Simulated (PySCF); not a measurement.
A species of formula C6H11N has this rotational fingerprint, computed with CAM-B3LYP/def2-SVPD in PySCF (dipole) on a GFN2-xTB geometry, gas phase:

* Rotational constants: A = 6379, B = 1082, C = 992.0 MHz
* Dipole components: |μa| = 0.70 D, |μb| = 0.28 D, |μc| = 1.24 D
* Inertial defect: -36.95 u·Å²
* κ: -0.97

Problem. Which structure is it? (One computed conformer of each.)
A. `[CH3:1][NH:2][C@@H:3]1[CH2:4][C:5]12[CH2:6][CH2:7]2` with C1–N2–C3–C4 -81°
B. `[CH:1]1=[CH:2][CH2:3][CH2:4][NH:5][CH2:6][CH2:7]1` with C1–C2–C3–C4 -58°, C2–C3–C4–N5 75°, C3–C4–N5–C6 -67°, C4–N5–C6–C7 67°
C. `[CH3:1][CH2:2][CH2:3][CH2:4][C:5]1=[N:6][CH2:7]1` with C1–C2–C3–C4 179°, C2–C3–C4–C5 -66°, C3–C4–C5–N6 142°
D. `[H]/[N:4]=[C:3](/[CH:2]=[CH2:1])[CH2:5][CH2:6][CH3:7]` with C1–C2–C3–N4 171°, C2–C3–C5–C6 -72°, C3–C5–C6–C7 -65°
E. `[CH2:1]=[CH:2][CH2:3]/[N:4]=[CH:5]/[CH2:6][CH3:7]` with C1–C2–C3–N4 -130°, C2–C3–N4–C5 121°, N4–C5–C6–C7 124°

Solution. E. It is C=CC/N=C/CC, a near-prolate asymmetric top, point group C1. The candidates at the same level (rigid rotor, commonest isotopes):

| SMILES | A (MHz) | B (MHz) | C (MHz) | μa (D) | μb (D) | μc (D) | Δ (u·Å²) | point group | rotor |
| --- | --- | --- | --- | --- | --- | --- | --- | --- | --- |
| C1=CCCNCC1 | 3401 | 3242 | 1862 | 0.71 | 0.00 | 0.63 | -33.01 | Cs | asymmetric top |
| CN[C@@H]1CC12CC2 | 6438 | 1591 | 1469 | 0.01 | 0.56 | 0.72 | -52.09 | C1 | near-prolate asymmetric top |
| C=CC/N=C/CC | 6379 | 1082 | 992.0 | 0.70 | 0.28 | 1.24 | -36.95 | C1 | near-prolate asymmetric top |
| CCCCC1=NC1 | 5431 | 1374 | 1242 | 2.47 | 1.03 | 1.46 | -54.15 | C1 | near-prolate asymmetric top |
| [H]/N=C(/C=C)CCC | 3493 | 2020 | 1561 | 1.15 | 1.90 | 1.04 | -71.08 | C1 | asymmetric top |

`[H]/N=C(/C=C)CCC` has B 87 % too high; `CCCCC1=NC1` has B 27 % too high; `CN[C@@H]1CC12CC2` has C 48 % too high; `C1=CCCNCC1` has B 200 % too high. No structure here is proved a minimum.
